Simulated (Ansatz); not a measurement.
Sr3⁻, 3 atoms. Hardware: 4 threads of Arm Neoverse V2 on a shared host.

In the def2 sets Sr takes a core potential; there is no spin–orbit coupling. Correlated methods freeze no core orbitals; core or outer-core shells of Sr are correlated, in sets that lack core-valence functions. In CCSD on the charge -1 doublet the largest single amplitude is 0.34, so its Hartree–Fock determinant may place the open shell otherwise than the density functionals do.

Problem. How many basis functions does each of these Ansatz runs have, and roughly what does it cost? BHLYP/def2-TZVPD, charge -1 quartet, energy, from earlier orbitals; PBE0/def2-TZVPD, charge 0 triplet at the geometry of the charge -1 doublet, energy; PBE with 35 % exact exchange/def2-TZVPD, charge -1 quartet, energy, from earlier orbitals; RPA@PBE/def2-TZVPD, charge -1 doublet, energy, from earlier orbitals; r2SCAN/def2-TZVPD, charge 0 singlet at the geometry of the charge -1 doublet, energy, from earlier orbitals; PBE with 15 % exact exchange/def2-TZVPD, charge -1 doublet, energy, from earlier orbitals; r2SCAN/def2-TZVPD, charge -1 quartet, energy, from earlier orbitals; HF/STO-3G, charge -1 doublet, energy; BLYP/def2-TZVPD, charge -1 doublet, energy, from earlier orbitals; PBE with 10 % exact exchange/def2-TZVPD, charge -1 doublet, energy, from earlier orbitals; r2SCANh/def2-TZVPD, charge -1 quartet, energy, from earlier orbitals; CCSD(T)/def2-TZVPPD, charge -1 doublet, energy, from earlier orbitals.

Solution. Other jobs shared the machine, so times can vary by a factor of up to 3. A dash marks memory too small to be measured apart from the calling script's.

| run | functions | fitting or Cholesky vectors | wall time | peak host memory (GiB) |
| --- | --- | --- | --- | --- |
| HF/STO-3G, charge -1 doublet, energy | 66 | 623 | 0.55 s | – |
| r2SCAN/def2-TZVPD, charge 0 singlet at the geometry of the charge -1 doublet, energy, from earlier orbitals | 99 | 939 | 1.6 s | – |
| PBE with 15 % exact exchange/def2-TZVPD, charge -1 doublet, energy, from earlier orbitals | 99 | 939 | 1.9 s | – |
| PBE with 10 % exact exchange/def2-TZVPD, charge -1 doublet, energy, from earlier orbitals | 99 | 939 | 1.9 s | – |
| BLYP/def2-TZVPD, charge -1 doublet, energy, from earlier orbitals | 99 | 939 | 2.4 s | – |
| RPA@PBE/def2-TZVPD, charge -1 doublet, energy, from earlier orbitals | 99 | 900 | 2.5 s | – |
| PBE with 35 % exact exchange/def2-TZVPD, charge -1 quartet, energy, from earlier orbitals | 99 | 1011 | 4.3 s | – |
| PBE0/def2-TZVPD, charge 0 triplet at the geometry of the charge -1 doublet, energy | 99 | 966 | 6 s | – |
| BHLYP/def2-TZVPD, charge -1 quartet, energy, from earlier orbitals | 99 | 1020 | 6 s | – |
| r2SCAN/def2-TZVPD, charge -1 quartet, energy, from earlier orbitals | 99 | 939 | 12 s | – |
| r2SCANh/def2-TZVPD, charge -1 quartet, energy, from earlier orbitals | 99 | 939 | 12 s | – |
| CCSD(T)/def2-TZVPPD, charge -1 doublet, energy, from earlier orbitals | 120 | 770 | 19 s | 1.1 |
